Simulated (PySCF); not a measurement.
Species: C6H11N.
Atom-mapped SMILES: `[CH3:1][C:2]([CH3:3])=[N:4][CH:5]1[CH2:6][CH2:7]1` (hydrogens: H8, H9, H10 on C1; H11, H12, H13 on C3; H14 on C5; H15, H16 on C6; H17, H18 on C7)

Geometry (PBE0-D3(BJ)/def2-SVP, Å), atoms numbered from 1 in this order:
```
atom  x, y, z in Å
C1    -1.5197   -1.1742    0.6156
C2    -1.1038    0.1310   -0.0255
C3    -2.2092    1.0595   -0.4330
N4     0.0983    0.4928   -0.2384
C5     1.1920   -0.3219    0.1179
C6     2.3990   -0.2448   -0.7838
C7     2.4407    0.3998    0.5601
H8    -1.1246   -1.2562    1.6409
H9    -1.1356   -2.0374    0.0491
H10   -2.6129   -1.2637    0.6678
H11   -2.8284    1.3353    0.4375
H12   -2.8831    0.5711   -1.1571
H13   -1.7887    1.9677   -0.8823
H14    1.0051   -1.2952    0.5915
H15    2.9683   -1.1628   -0.9500
H16    2.2954    0.4048   -1.6557
H17    3.0395   -0.0594    1.3507
H18    2.3655    1.4885    0.6039
```

Linear response at CAM-B3LYP/def2-SVPD (PySCF, frozen core in the response, non-relativistic).

Static isotropic polarisability: 82.23 au (12.18 Å³), principal values 65.9, 73.6, 107.2 au.

(1) What is the polarisability at 1064 nm and at the sodium D line?

(2) What is the isotropic C6 coefficient between two such molecules, C6 = (3/π)∫α(iω)² dω?

(3) Which effective excitation energy ω̄ makes London's formula C6 = (3/4)α²ω̄ exact here?

(4) How many electrons N does the Slater–Kirkwood formula C6 = (3/4)·√N·α^(3/2) need to give this C6?

(5) What does −C6/R⁶ come to at R = 10 Å between centres?

(6) What molar refraction at the D line follows from R = (4π/3)·N_A·α′, with α′ the polarisability volume?

(7) What n − 1 at the D line would an ideal gas of it have at 273.15 K and 1 atm (2.6868 × 10¹⁹ cm⁻³), by n − 1 = 2π·N·α′?

(8) How anisotropic is the static polarisability, by Δα² = ½[(α1 − α2)² + (α2 − α3)² + (α3 − α1)²]?

(9) The lowest 6 singlets have (eV, f): 5.31, 0.003; 6.79, 0.502; 7.00, 0.002; 7.06, 0.049; 7.57, 0.004; 7.69, 0.044. What share of the static polarisability do they carry in the sum over states α = Σ f/ω²?

Answers

(1) 82.98 au at 1064 nm (+0.9 %), 84.80 au at 589.3 nm (+3.1 %). The rise at 589.3 nm is 3.40 times that at 1064 nm; a pure ω² law gives 3.26. The lowest singlet lies at 233 nm, shorter than both wavelengths.

(2) 2766 au (Eh·bohr⁶) by a ten-point quadrature over imaginary frequencies, which is 1650 eV·Å⁶ or 159 J·nm⁶/mol.

(3) ω̄ = 4·C6/(3α²) = 0.546 Eh = 14.8 eV. A one-pole form α(ω) = α/(1 − ω²/ω̄²) fitted to the 1064 nm value gives 12.2 eV.

(4) N = (4·C6/3)²/α³ = 24.5; the species has 54 electrons in all.

(5) -160 J/mol. This is the leading, orientation-averaged term; C8 and higher terms are left out.

(6) α′ = 12.57 Å³ gives R = 31.70 cm³/mol, for isolated, non-vibrating species.

(7) 21.21 × 10⁻⁴, a formal value whether or not that pressure can be reached.

(8) Δα = 38.0 au, or 0.46 of the isotropic value.

(9) 9.50 au, 11.6 % of α; the largest term, 8.07 au, is that of the state at 6.79 eV. Their oscillator strengths add up to 0.60. Higher states carry the rest.

One conformer stands for the species.
